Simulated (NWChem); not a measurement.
System: CH6AlN; SMILES [CH3][AlH][NH2]

```xyz
9

Al    -0.5033     0.0633     0.0000
H     -2.0866     0.2267     0.0000
C      0.3956    -1.6734     0.0000
H      0.1045    -2.2679     0.8828
H      1.4943    -1.5929     0.0000
H      0.1045    -2.2679    -0.8828
N      0.4381     1.5692     0.0000
H      1.4501     1.6357     0.0000
H      0.0356     2.5001     0.0000
```
Atoms are numbered in this order, from 1.

All runs: NWChem. Coordinates come from a PBE0/def2-SVP optimisation. Total energies compare along this basis series because the functional is fixed.

```json
[
 {"level": "TPSS/cc-pVDZ", "basis functions": "76", "energy (Ha)": "-338.9656", "highest occupied level (eV)": "-5.88", "orbital gap (eV)": "5.25", "dipole (D)": "1.37", "relative time": "1"},
 {"level": "TPSS/aug-cc-pVDZ", "basis functions": "127", "energy (Ha)": "-338.9795", "highest occupied level (eV)": "-6.11", "orbital gap (eV)": "5.23", "dipole (D)": "1.07", "relative time": "2"},
 {"level": "TPSS/cc-pVTZ", "basis functions": "178", "energy (Ha)": "-339.0196", "highest occupied level (eV)": "-6.02", "orbital gap (eV)": "5.31", "dipole (D)": "1.20", "relative time": "2"},
 {"level": "TPSS/aug-cc-pVTZ", "basis functions": "280", "energy (Ha)": "-339.0226", "highest occupied level (eV)": "-6.12", "orbital gap (eV)": "5.26", "dipole (D)": "1.04", "relative time": "10"}
]
```

The last column is a rough cost ratio, cheapest run = 1.
